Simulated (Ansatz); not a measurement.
`C[O][GeH]([Cl])[SeH]` and `C[O][GeH]([Cl])[O][SiH3]` differ in one atom or group.

Ansatz, PBE0-D4/def2-TZVP geometries, multiplicity 1. Each molecule was computed in one conformer, which needn't be the lowest.

Scalar relativity is left out up to krypton.

```csv
property,`C[O][GeH]([Cl])[SeH]`
LUMO energy (B3LYP/def2-TZVPP) / eV,-1.28
LUMO energy (ωB97M-V/def2-TZVPP) / eV,0.94
HOMO energy (B3LYP/def2-TZVPP) / eV,-7.23
size of the dipole moment (PBE/def2-TZVPP) / D,0.94
HOMO energy (PBE/def2-TZVPP) / eV,-6.29
size of the dipole moment (ωB97M-V/def2-TZVPP) / D,0.93
```

(1) Give the same properties after the change, and the shifts. (Estimate.)

Results:

(1) Ansatz gave: 
```
                                          property  `C[O][GeH]([Cl])[O][SiH3]`  shift
               LUMO energy (B3LYP/def2-TZVPP) / eV                       -0.60   0.68
             LUMO energy (ωB97M-V/def2-TZVPP) / eV                        1.52   0.58
               HOMO energy (B3LYP/def2-TZVPP) / eV                       -8.23  -1.00
    size of the dipole moment (PBE/def2-TZVPP) / D                        0.73  -0.21
                 HOMO energy (PBE/def2-TZVPP) / eV                       -6.89  -0.60
size of the dipole moment (ωB97M-V/def2-TZVPP) / D                        0.68  -0.25
```

With PBE0 the HOMO falls by 0.99 eV and the LUMO rises by 0.69 eV, so the gap widens by about 1.68 eV. PBE moves the HOMO by -0.60 eV and ωB97M-V by -1.19 eV. Dipoles are sizes alone; their direction can turn.

B3LYP here is the variant with VWN-RPA as its local correlation; programs differ in this.

Spin–orbit coupling is left out; it splits and shifts lone-pair levels of the heavy atoms by tenths of an eV.
